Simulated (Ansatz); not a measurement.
`B[SiH](F)BCl` + HBr → `ClBBr` + `B[SiH2]F` at 400 K and 1 bar (cleavage of the B–Si bond).

Program: Ansatz. Geometries: PBE0-D4/def2-TZVP. ΔE: electronic, gas phase. CBS: MP2 limit from def2 TZ/QZ plus the TZ coupled-cluster correction, frozen cores. For Br outer-core shells are correlated without core-valence functions, which leaves a few kJ/mol of doubt a bond. Scalar relativity is left out up to krypton. One conformer a species, not always the lowest.

| species | CCSD(T)/CBS energy (Eh) | H − E (kJ/mol) | S (J/(mol·K)) |
| --- | --- | --- | --- |
| `B[SiH](F)BCl` | -900.68555 | 153.9 | 399.5 |
| HBr | -2573.91920 | 27.6 | 207.2 |
| `ClBBr` | -3058.55678 | 55.3 | 301.3 |
| `B[SiH2]F` | -416.08532 | 126.8 | 313.4 |

H − E and S are ideal-gas, rigid-rotor, harmonic terms from PBE0-D4/def2-TZVP, for one conformer and one mirror image of each species. 1 Eh = 2625.50 kJ/mol, R = 8.31446 J/(mol·K).

Task: By hand: ΔE, ΔH, ΔS and ΔG.

Result: ΔE = (-3058.55678) + (-416.08532) − (-900.68555) − (-2573.91920) = -0.03735 Eh = -98.1 kJ/mol. Δ(H − E) = 55.3 + 126.8 − 153.9 − 27.6 = 0.6, so ΔH = -97.5 kJ/mol. ΔS = 301.3 + 313.4 − 399.5 − 207.2 = 8.0 J/(mol·K). ΔG = -97.5 − 400 × (8.0)/1000 = -100.7 kJ/mol.

Task: By hand: the equilibrium constant, and the temperature at which ΔG would vanish if ΔH and ΔS stayed fixed.

Result: log₁₀ K = −ΔG/(RT ln 10) = 13.1. ΔH and −TΔS have one sign here, so there is no such temperature.

The number of gas molecules stays the same, so ΔS is small and ΔH decides. A doubt of 5 kJ/mol in ΔE shifts log₁₀ K by 0.7 here. Other conformers and mirror images would add mixing entropy, several J/(mol·K) or more a flexible species. These are equilibria of isolated gas molecules and say nothing of rates. Largest T1 diagnostic: 0.014 (customary marks: 0.02 for closed shells, 0.045 for open ones).

ΔS is within the doubt of such terms, so its sign, and with it that verdict, could turn.
